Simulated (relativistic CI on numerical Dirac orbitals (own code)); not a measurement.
Radial parameters of Ag7+

Calculated at this level of theory: Dirac-Coulomb-Breit CI, orbitals from a KLI potential per configuration, model QED (radiative potential, 1s self-energy scaled to tabulated hydrogen-like ionisation energies), unscaled Slater integrals (own radial code, finite nucleus).

Slater integrals F^k, G^k are unscaled and averaged over j, outside the closed core [Ar] 3d10; ζ comes from projecting the Hamiltonian with its Breit term on Σ l·s of the shell.

- 4s2 4p6 4d4: F^2(4d,4d) = 93477, F^4(4d,4d) = 62498, ζ(4d) = 2600.1 cm⁻¹; <r>(4d) = 1.09, <r^2>(4d) = 1.366 (bohr units).
- 4s2 4p6 4d3 5s: F^2(4d,4d) = 94765, F^4(4d,4d) = 63419, ζ(4d) = 2721.6, G^2(4d,5s) = 18150 cm⁻¹; <r>(4d) = 1.074, <r^2>(4d) = 1.328, <r>(5s) = 1.872, <r^2>(5s) = 3.903 (bohr units).
- 4s2 4p6 4d3 4f: F^2(4d,4d) = 94021, F^4(4d,4d) = 62872, ζ(4d) = 2679.9, F^2(4d,4f) = 72276, F^4(4d,4f) = 45933, G^1(4d,4f) = 86471, G^3(4d,4f) = 53314, G^5(4d,4f) = 37460, ζ(4f) = -18.271 cm⁻¹; <r>(4d) = 1.083, <r^2>(4d) = 1.349, <r>(4f) = 1.513, <r^2>(4f) = 2.703 (bohr units).

Question: Give the Racah parameters of the d shell in 4s2 4p6 4d4.

Answer: B = F²/49 − 5F⁴/441 = 1199 cm⁻¹ and C = 35F⁴/441 = 4960 cm⁻¹.

In this model ζ of a weakly bound d, f or g electron outside closed shells comes out too small, for d by up to a factor of two or three and at times with the wrong sign; that of an outer p electron is too small as well.

Averages of the first 10 configurations, taken without configuration mixing, which lowers the lowest level and can move excited configurations by several eV; other configurations of the list can lie among them:

```
    Configuration  Parity  States  Average energy above the lowest level (eV)
      4s2 4p6 4d4    even     210                                         5.4
   4s2 4p6 4d3 5s    even     240                                        39.6
   4s2 4p6 4d3 4f     odd    1680                                        63.1
      4s2 4p5 4d5     odd    1512                                        66.7
   4s2 4p6 4d3 5p     odd     720                                        51.7
       4s 4p6 4d5    even     504                                       110.6
4s2 4p6 4d2 5s 5p     odd     540                                        88.6
   4s2 4p6 4d3 5d    even    1200                                        69.6
4s2 4p6 4d2 4f 5s     odd    1260                                        99.4
   4s2 4p6 4d3 6s    even     240                                        78.4
```
